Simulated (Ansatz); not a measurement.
**A geometry optimisation of ClCuGeHSi with PBE0-D3(BJ)/def2-SVP**

The starting geometry of this gas-phase doublet was optimised with GFN2-xTB.

```xyz
5

Cl   -0.3724    1.6216    2.2622
Cu   -0.4907   -1.2840   -0.1479
Ge    0.1962    1.0630    0.1944
Si    0.4475    3.3928   -0.0286
H    -0.9945   -2.7110   -0.3369
```

**Question.** Predict what it relaxes into with PBE0-D3(BJ)/def2-SVP.

**Answer.** A new bond forms, giving a structure with Cl1 bridging Si4 and Ge3, given below by its coordinates. Distances that change by over a tenth: Cl1–Ge3 (2.22 → 2.45 Å). Contacts that close: Cl1–Si4 (3.01 → 2.30 Å).

The energy falls by 0.61 eV over 12 steps:

```
step  E − E(last) (eV)
   1             0.611
   2             0.256
   3             0.038
   5             0.009
   6             0.006
   7             0.006
   8             0.002
  10             0.000
  11             0.000
  12             0.000
```

Final geometry (Å):

| atom | x (Å) | y (Å) | z (Å) |
| --- | --- | --- | --- |
| Cl | -0.3036 | 1.8730 | 2.1105 |
| Cu | -0.2213 | -1.3467 | -0.0537 |
| Ge | 0.4688 | 0.8465 | 0.0222 |
| Si | 0.0886 | 3.1476 | 0.2312 |
| H | -1.2465 | -2.4380 | -0.3669 |

Frequencies at the end are all real (lowest 41 cm⁻¹). Open shells are spin-unrestricted. Run with Ansatz 0.2.0, 81 s on 2 threads of Intel(R) Xeon(R) Platinum 8488C (Sapphire Rapids), with other jobs on the host.
